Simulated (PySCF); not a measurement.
Work out the structure from these simulated measurements.

Elements present: C, H, N and O. Monoisotopic mass: 147.0895 u.

| Quantity | Value |
| --- | --- |
| Dipole | 3.93 D [PBE0/pcSseg-1] |
| 13C NMR | chemical shifts (computed TMS as zero) by class: 169.7 (1 C), 98.6 (1 C), 64.4 (1 C), 56.8 (1 C), 35.7 (1 C), 34.8 (1 C) ppm [GIAO PBE0/pcSseg-1] |
| NMR, other nuclei | isotropic shieldings of nuclei other than C and H, by class: 152 (1 N), -72 (1 O), 279 (1 O), 292 (1 O) ppm [GIAO PBE0/pcSseg-1] |
| Rotational structure | rotational constants A, B, C: 2.910, 0.630, 0.573 GHz [GFN2-xTB] |
| 1H NMR | chemical shifts (computed TMS as zero) by class: 5.03 (2 H), 4.35 (2 H), 3.53 (3 H), 3.10 (3 H), 2.83 (3 H) ppm [GIAO PBE0/pcSseg-1] |

Gas-phase values; electronic properties from PySCF, density fitting. Levels stand in brackets. Geometry: GFN2-xTB, one conformer, isolated molecule. Each NMR value is the plain mean over a class of atoms that symmetry, rotation or inversion makes alike.

**Question.** Which formula fits the mass and the elements?

**Answer.** C6H13NO3 (calculated 147.0895). No other formula that holds each of these elements comes within 0.0003 u with a fitting electron parity and a possible valence count.

**Question.** Give a SMILES that accounts for the data.

**Answer.** Numbering: `[CH3:1][O:2][CH2:3][O:4][CH2:5][C:6](=[O:7])[N:8]([CH3:9])[CH3:10]`. Its formula, C6H13NO3, gives 1 degree of unsaturation: 0 rings and 1 π bond in the structure found. 6 carbons fall into 6 classes; from least to most shielded: amide carbonyl carbon [C6] (169.7 ppm), sp3 carbon bearing two oxygens [C3] (98.6 ppm), sp3 carbon bound to oxygen [C5] (64.4 ppm), methoxy carbon [C1] (56.8 ppm), N-methyl carbon [C9] (35.7 ppm), N-methyl carbon [C10] (34.8 ppm). Hydrogen classes from least to most shielded: 2 H on an sp3 carbon bearing two oxygens, C3 (5.03 ppm, a mean of values up to 0.8 ppm apart in this geometry), 2 H on an sp3 carbon bound to oxygen, C5 (4.35 ppm), 3 H on a methoxy carbon, C1 (3.53 ppm, a mean of values up to 0.8 ppm apart in this geometry), 3 H on an N-methyl carbon, C10 (3.10 ppm, a mean of values up to 2.9 ppm apart in this geometry), 3 H on an N-methyl carbon, C9 (2.83 ppm). The other shieldings belong to: 152 ppm, amide nitrogen [N8]; -72 ppm, amide oxygen [O7]; 279 ppm, ether oxygen [O4]; 292 ppm, ether oxygen [O2]. The optimised geometry has point group C1 and is an asymmetric top. Structure: `COCOCC(=O)N(C)C`. The assignments are read from this structure; whether some other isomer fits the data as well wasn't checked.
